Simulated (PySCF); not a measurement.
A run for PySCF: R-B3LYP/6-31G* on CH5BO (SMILES CBO), a point of a torsion scan.

```python
from pyscf import gto, scf, dft, mp
from pyscf.data.elements import chemcore

mol = gto.M(
    atom='''
    C     0.88801677   -0.14362493    0.03299024
    B    -0.39097088    0.79266371    0.14365222
    O    -0.94309430    1.40986614   -0.89851213
    H     1.27516012   -0.23538757   -0.98110176
    H     1.69457051    0.22924466    0.66123602
    H     0.66439580   -1.14610529    0.39245948
    H    -0.91845252    0.98581268    1.17464233
    H    -0.53194117    1.26964010   -1.75397843
    ''',
    basis='6-31g*',
    cart=True,
    charge=0, spin=0, verbose=3, max_memory=1800)
mf = dft.RKS(mol, xc='b3lyp')
mf.conv_tol = 1e-8
mf.max_cycle = 100
mf.kernel()
if not mf.converged:
    mf = mf.newton().run(mf.mo_coeff, mf.mo_occ)
```

The log:

```
converged SCF energy = -141.237031361999
```

The calculation finished and met its thresholds.

Cost: about 5 core-seconds (a rough figure).
